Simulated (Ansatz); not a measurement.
Reaction (formal exchange of groups at a Ge–C bond): `FC#[C][GeH2][SiH3]` + `CNCO` → `C[NH][GeH2][SiH3]` + `OCC#CF`

Program: Ansatz. Geometries: PBE0-D4/def2-TZVP. ΔE: electronic, gas phase. CCSD(T)/CBS is the MP2 limit (def2-TZVPP, def2-QZVPP) plus CCSD(T) − MP2 in def2-TZVPP, frozen cores. DFT in def2-TZVPP. B3LYP here is the variant with VWN-RPA as its local correlation; programs differ in this. For Ge outer-core shells are correlated without core-valence functions, which leaves a few kJ/mol of doubt a bond. Scalar relativity is left out up to krypton. One conformer a species, not always the lowest.

| level | ΔE (kJ/mol) | difference from CCSD(T)/CBS |
| --- | --- | --- |
| PBE-D4 | 13.7 | -5.9 |
| r2SCAN-D4 | 18.4 | -1.2 |
| PBE0-D4 | 16.8 | -2.8 |
| ωB97X-V | 19.8 | 0.2 |
| ωB97M-V | 19.8 | 0.2 |
| PBE | 15.5 | -4.1 |
| r2SCAN | 19.0 | -0.6 |
| PBE0 | 18.5 | -1.1 |
| B3LYP | 16.7 | -2.9 |
| MP2/def2-TZVPP | 22.7 | 3.1 |
| SCS-MP2/def2-TZVPP | 22.7 | 3.1 |
| CCSD(T)/def2-TZVPP | 23.1 | 3.5 |
| HF/def2-QZVPP | 23.6 | 4.0 |
| SCS-MP2/def2-QZVPP | 20.5 | 0.9 |
| MP2/CBS(def2) | 19.2 | -0.4 |
| CCSD/CBS(def2) | 19.5 | -0.1 |
| CCSD(T)/CBS | 19.6 | 0 |

Largest T1 diagnostic among the species: 0.013.
